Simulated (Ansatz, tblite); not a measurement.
Removing an electron: Al15As14H36⁻, a nanocrystal cut from zinc blende AlAs (hydrogen-capped). The state is a singlet with charge -1. Geometry: PBE-D4/def2-SVP. Ansatz, gas phase; energy differences of separate SCF runs; the oxidised species was run as a doublet alone.

Cartesian coordinates in Å:
```
As -0.530 4.042 1.960
As -3.988 1.456 1.563
As 2.582 2.190 3.233
As 3.201 -1.331 2.725
As -3.413 -2.446 1.171
As -0.001 -3.840 1.808
As -0.470 0.025 2.097
As -1.193 2.242 -1.261
As 2.363 0.766 -0.622
As -0.614 -1.787 -1.480
As -4.209 -0.054 -1.802
As -1.177 0.297 -4.769
As 2.996 -3.045 -0.517
As 2.332 -0.772 -4.014
Al 0.124 2.058 3.371
Al -2.808 -0.514 2.605
Al -0.079 4.342 -0.519
Al -3.585 2.188 -0.823
Al 0.802 -1.870 3.105
Al 3.824 0.376 4.478
Al 3.625 2.186 0.966
Al 4.014 -0.754 0.428
Al -2.391 -4.554 2.144
Al -3.024 -2.233 -1.267
Al 0.607 -3.772 -0.590
Al 0.001 0.301 -0.306
Al -1.614 2.572 -3.693
Al 2.754 1.508 -2.938
Al 0.017 -1.716 -3.850
H -0.015 5.241 2.759
H -2.016 4.322 2.196
H -5.500 1.344 1.768
H -3.776 2.666 2.469
H 2.946 3.540 3.850
H 3.927 -2.628 3.085
H -4.928 -2.605 1.321
H 0.826 -5.010 2.346
H -5.696 -0.321 -1.561
H -4.306 0.130 -3.314
H -2.533 -0.261 -5.202
H -0.638 0.509 -6.185
H 3.640 -4.259 0.167
H 3.528 -3.391 -1.915
H 3.314 -1.856 -3.587
H 2.634 -0.830 -5.514
H -0.549 2.178 4.820
H -3.250 -0.671 4.133
H -0.884 5.643 -1.008
H 1.516 4.218 -0.655
H -4.588 3.377 -1.190
H 0.480 -2.032 4.667
H 3.119 0.025 5.881
H 5.399 0.707 4.418
H 4.722 0.930 1.201
H 4.286 3.564 0.494
H 5.497 -1.042 -0.106
H -2.774 -4.618 3.704
H -2.725 -5.785 1.162
H -3.667 -3.380 -2.180
H 0.314 -5.102 -1.437
H -0.698 3.648 -4.442
H -3.229 2.669 -3.812
H 1.464 2.271 -3.527
H 4.251 1.973 -3.274
H -0.236 -3.026 -4.737
```

The xTB rows come from tblite. Single mean-field runs in def2-SVP are fitted with def2-universal-jkfit. HOMO above LUMO, or a gap near zero within one spin, warns that the state may not be the lowest or that an electron is smeared out.

```json
{"level": "GFN1-xTB", "−HOMO (eV)": "7.71", "vertical IE (eV)": "8.97", "−LUMO (eV)": "4.65", "HOMO–LUMO gap (eV)": "3.06", "remarks": "–"}
{"level": "GFN2-xTB", "−HOMO (eV)": "7.10", "vertical IE (eV)": "8.43", "−LUMO (eV)": "4.81", "HOMO–LUMO gap (eV)": "2.28", "remarks": "–"}
{"level": "PBE-D4/def2-SVP", "−HOMO (eV)": "3.44", "vertical IE (eV)": "4.94", "−LUMO (eV)": "0.16", "HOMO–LUMO gap (eV)": "3.27", "remarks": "gap within one spin near zero (doublet)"}
```

(1) Estimate the rows for PBE0-D4/def2-SVP, r2SCAN0-D4/def2-SVP.

Answers

(1) 
```csv
level,−HOMO (eV),vertical IE (eV),−LUMO (eV),HOMO–LUMO gap (eV)
PBE0-D4/def2-SVP,4.39,5.41,-0.51,4.89
r2SCAN0-D4/def2-SVP,4.56,5.50,-0.55,5.11
```

  Raw xTB energy differences between charge states are shifted by several eV; the methods need an empirical correction for them.
